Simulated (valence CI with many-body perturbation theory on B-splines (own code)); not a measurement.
**Sb27+: E2, M1 decay**

Level of theory: valence CI with perturbative core correlation (CI+MBPT): six valence electrons over a frozen Dirac-Fock core [Ar], a basis of 7 s, 7 p, 8 d, 6 f, 4 g, 1 h functions for each j, with the one-electron correlation potential Σ1, the two-electron term Σ2, the three-electron term Σ3, Breit, model QED; selected CI, second order for the rest, scaled by the run's own slope (own B-spline code, finite nucleus).

The last digits are not significant, and no measured levels were compared; by estimate large intervals hold to a few tenths of a per cent, small ones and those within an open d or f shell to about a per cent. Core correlation moves these levels by up to 10000 cm⁻¹, and in measured spectra 5 to 20 % of such shifts remained as error; rates that hang on mixing are uncertain with them. Among the levels kept, up to 940 cm⁻¹ of a level comes from second order outside the variational space, and about a tenth of that is noise between levels of different J, which matters for small intervals. Only levels of the ground parity were solved; by the run's estimate the other parity begins above the list, which can be wrong where configurations are misplaced.

Lines 51 to 100 of 120 in falling wavelength, among levels below 576750 cm⁻¹, chosen from the decays that carry over 1 % of a level's rate. Wavelengths and rates use the calculated energies. Electric multipoles are in the length gauge, E1 and E2 with the static RPA response of the core. S is in atomic units (e²a₀⁴ for E2 and M2, e²a₀⁶ for E3), for M1 in squared Bohr magnetons. Weak lines are less certain than strong ones. Lines between different terms over intervals too small for the method are left out, as are lines whose strength nearly cancels.

Names give the largest LS component (configuration and term), which can be under half, so a name can repeat, a term be missing and a line seem to break the LS rules; names also repeat where a configuration has a term twice. Letters in brackets count levels of one name in rising energy.

| λ vac (Å) | Upper | Lower | Type | A (s⁻¹) | S (a.u.) |
| --- | --- | --- | --- | --- | --- |
| 1052 | 3d6 3H_4 [a] | 3d6 5D_4 | M1 | 1.04e+04 | 4.04e+00 |
| 1042 | 3d6 3F_2 [b] | 3d6 3G_3 | M1 | 8.29e+02 | 1.74e-01 |
| 1031 | 3d6 1F_3 | 3d6 5D_2 [b] | M1 | 4.46e+02 | 1.27e-01 |
| 1030 | 3d6 3F_2 [a] | 3d6 5D_3 | M1 | 1.42e+04 | 2.87e+00 |
| 994.7 | 3d6 3P_1 [b] | 3d6 3D_1 | M1 | 1.34e+03 | 1.47e-01 |
| 967.3 | 3d6 3G_4 | 3d6 3H_4 [a] | M1 | 4.44e+03 | 1.34e+00 |
| 955.3 | 3d6 3P_1 [a] | 3d6 3F_2 [a] | M1 | 9.33e+03 | 9.04e-01 |
| 954.3 | 3d6 3F_4 | 3d6 3D_3 | M1 | 1.59e+03 | 4.62e-01 |
| 941.9 | 3d6 1I_6 | 3d6 3G_5 | M1 | 2.58e+03 | 1.04e+00 |
| 939.5 | 3d6 1I_6 | 3d6 3H_6 | M1 | 6.13e+03 | 2.45e+00 |
| 921.2 | 3d6 5D_2 [b] | 3d6 5D_2 [a] | M1 | 4.52e+03 | 6.56e-01 |
| 906.2 | 3d6 3P_1 [b] | 3d6 1S_0 [a] | M1 | 7.78e+03 | 6.44e-01 |
| 901.9 | 3d6 1S_0 [a] | 3d6 5D_1 | M1 | 3.49e+04 | 9.50e-01 |
| 886.5 | 3d6 3H_5 | 3d6 3H_4 [a] | M1 | 2.30e+02 | 6.53e-02 |
| 878.8 | 3d6 3F_4 | 3d6 3H_5 | M1 | 7.00e+03 | 1.58e+00 |
| 876.8 | 3d6 3F_3 [a] | 3d6 5D_2 [a] | M1 | 1.04e+03 | 1.81e-01 |
| 863.5 | 3d6 3P_1 [a] | 3d6 5D_2 [b] | M1 | 4.87e+03 | 3.49e-01 |
| 840.1 | 3d6 1D_2 [a] | 3d6 3F_2 [a] | M1 | 8.79e+03 | 9.66e-01 |
| 835.6 | 3d6 3F_2 [a] | 3d6 5D_2 [a] | M1 | 2.55e+03 | 2.76e-01 |
| 828.5 | 3d6 3D_1 | 3d6 5D_1 | M1 | 3.48e+03 | 2.20e-01 |
| 821.0 | 3d6 3D_3 | 3d6 3H_4 [a] | M1 | 4.21e+03 | 6.04e-01 |
| 814.0 | 3d6 3D_2 | 3d6 5D_1 | M1 | 2.52e+02 | 2.52e-02 |
| 811.7 | 3d6 3H_6 | 3d6 5D_4 | E2 | 3.15e-03 | 1.29e-05 |
| 809.9 | 3d6 3G_5 | 3d6 5D_4 | M1 | 1.42e+03 | 3.08e-01 |
| 809.2 | 3d6 1G_4 [a] | 3d6 3F_3 [a] | M1 | 3.00e+03 | 5.31e-01 |
| 803.0 | 3d6 3F_2 [b] | 3d6 3D_2 | M1 | 7.05e+03 | 6.77e-01 |
| 802.1 | 3d6 1D_2 [a] | 3d6 3F_3 [a] | M1 | 4.85e+03 | 4.64e-01 |
| 795.3 | 3d6 3D_1 | 3d6 5D_0 | M1 | 5.65e+03 | 3.16e-01 |
| 789.4 | 3d6 3F_2 [b] | 3d6 3D_1 | M1 | 4.33e+03 | 3.95e-01 |
| 772.6 | 3d6 3H_4 [b] | 3d6 5D_3 | M1 | 2.61e+02 | 4.02e-02 |
| 768.3 | 3d6 1D_2 [a] | 3d6 5D_2 [b] | M1 | 5.41e+02 | 4.55e-02 |
| 756.6 | 3d6 3G_3 | 3d6 3H_4 [a] | M1 | 3.11e+02 | 3.50e-02 |
| 738.2 | 3d6 3F_4 | 3d6 3H_4 [b] | M1 | 1.07e+04 | 1.44e+00 |
| 705.7 | 3d6 3G_4 | 3d6 5D_3 | M1 | 7.22e+02 | 8.47e-02 |
| 704.4 | 3d6 3D_2 | 3d6 5D_3 | M1 | 7.18e+02 | 4.65e-02 |
| 697.9 | 3d6 3P_1 [b] | 3d6 3F_2 [a] | M1 | 1.13e+04 | 4.28e-01 |
| 691.3 | 3d6 1F_3 | 3d6 3H_4 [a] | M1 | 4.75e+03 | 4.07e-01 |
| 680.6 | 3d6 3P_0 [a] | 3d6 5D_1 | M1 | 3.89e+03 | 4.55e-02 |
| 674.7 | 3d6 3F_3 [a] | 3d6 5D_4 | M1 | 5.72e+03 | 4.56e-01 |
| 674.2 | 3d6 1G_4 [a] | 3d6 3G_5 | M1 | 7.57e+03 | 7.74e-01 |
| 647.6 | 3d6 3P_1 [b] | 3d6 5D_2 [b] | M1 | 2.64e+04 | 7.97e-01 |
| 624.5 | 3d6 3D_3 | 3d6 5D_3 | M1 | 7.28e+03 | 4.60e-01 |
| 615.7 | 3d6 3D_1 | 3d6 5D_2 [a] | M1 | 9.99e+02 | 2.59e-02 |
| 607.6 | 3d6 3D_2 | 3d6 5D_2 [a] | M1 | 4.19e+03 | 1.74e-01 |
| 586.6 | 3d6 3G_3 | 3d6 5D_3 | M1 | 2.00e+03 | 1.05e-01 |
| 571.2 | 3d6 3F_2 [b] | 3d6 3F_3 [a] | M1 | 2.78e+03 | 9.62e-02 |
| 565.9 | 3d6 1G_4 [a] | 3d6 3H_4 [a] | M1 | 3.89e+02 | 2.36e-02 |
| 553.8 | 3d6 3F_2 [b] | 3d6 5D_2 [b] | M1 | 4.27e+03 | 1.34e-01 |
| 547.6 | 3d6 3P_1 [a] | 3d6 5D_1 | M1 | 4.07e+03 | 7.43e-02 |
| 547.2 | 3d6 3D_3 | 3d6 5D_2 [a] | M1 | 5.00e+02 | 2.13e-02 |
